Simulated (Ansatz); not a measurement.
`N=C[SiH]1C=N1` + H₂O → `O[SiH]1C=N1` + `C=N` at 400 K and 1 bar (formal hydrolysis of the Si–C bond).

Calculated with Ansatz (gas phase, PBE0-D4/def2-TZVP geometries, no zero-point term in ΔE). CCSD(T)/CBS adds triple-zeta CCSD(T) − MP2 to the extrapolated MP2 energy (def2 sets, frozen cores). This one scheme is used for every species. Each species was taken in one conformer, which may not be the lowest.

```
        species  CCSD(T)/CBS energy (Eh)  H − E (kJ/mol)  S (J/(mol·K))
`N=C[SiH]1C=N1`               -476.90428           183.2          348.4
            H₂O                -76.37941            69.8          198.6
  `O[SiH]1C=N1`               -458.79823           134.5          313.4
          `C=N`                -94.52360           119.4          238.9
```

H − E and S are ideal-gas, rigid-rotor, harmonic terms from PBE0-D4/def2-TZVP, for one conformer and one mirror image of each species. 1 Eh = 2625.50 kJ/mol, R = 8.31446 J/(mol·K).

Problem. By hand: ΔE, ΔH, ΔS and ΔG.

Solution. ΔE = (-458.79823) + (-94.52360) − (-476.90428) − (-76.37941) = -0.03814 Eh = -100.1 kJ/mol. Δ(H − E) = 134.5 + 119.4 − 183.2 − 69.8 = 0.9, so ΔH = -99.2 kJ/mol. ΔS = 313.4 + 238.9 − 348.4 − 198.6 = 5.3 J/(mol·K). ΔG = -99.2 − 400 × (5.3)/1000 = -101.3 kJ/mol.

Problem. By hand: the equilibrium constant, and the temperature at which ΔG would vanish if ΔH and ΔS stayed fixed.

Solution. log₁₀ K = −ΔG/(RT ln 10) = 13.2. ΔH and −TΔS have one sign here, so there is no such temperature.

The number of gas molecules stays the same, so ΔS is small and ΔH decides. A doubt of 5 kJ/mol in ΔE shifts log₁₀ K by 0.7 here. Other conformers and mirror images would add mixing entropy, several J/(mol·K) or more a flexible species. These are equilibria of isolated gas molecules and say nothing of rates. Largest T1 diagnostic: 0.016 (customary marks: 0.02 for closed shells, 0.045 for open ones).

ΔS is within the doubt of such terms, so its sign, and with it that verdict, could turn.
